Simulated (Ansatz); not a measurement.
Computed with Ansatz.

A structure relaxed at PBE0-D4/def2-TZVP, charge 0, multiplicity 1:

```xyz
4

S    -1.073    1.025   -0.140
Zn    0.366   -0.458    0.532
H    -0.665    0.934   -1.418
H     1.372   -1.501    1.027
```

Task: Give its formula and SMILES.

Result: H2SZn, `[SH][ZnH]`.

Task: Point group (tolerance 0.08 Å, 0.16 Å for H)?

Result: Cs.

Task: Summarise the bond lengths by kind.

Result: 1 × S–Zn 2.172 Å; 1 × H–S 1.345 Å; 1 × H–Zn 1.532 Å.
